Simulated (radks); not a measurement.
These are the eigenvalues of the occupied orbitals of an atom or ion with whole-number occupations (hartree). Method: non-relativistic Kohn-Sham, r2SCAN, spin-polarised, spherical densities, point nucleus; meta-GGA in the generalised Kohn-Sham scheme; computed with a radial shooting solver on a logarithmic mesh with Libxc functionals.

1s up: -78.95667
1s down: -78.94750
2s up: -8.58239
2s down: -8.57340
2p up: -6.73166
2p down: -6.71882
3s up: -2.19352

Which element is it, and in what charge state? The configuration may be excited. Open shells, if any, are filled with parallel spins first.

Answer. Z = 15, phosphorus, charge +4: P4+ in [Ne] 3s1. The list shows which subshells hold electrons but not how many an open one holds; the 1s level, -78.957 hartree, gives Z - s = 12.6 by -(Z - s)^2/2, which with screening narrows Z to a few neighbours, and the depths of the outer levels then fix element, charge and occupations together.
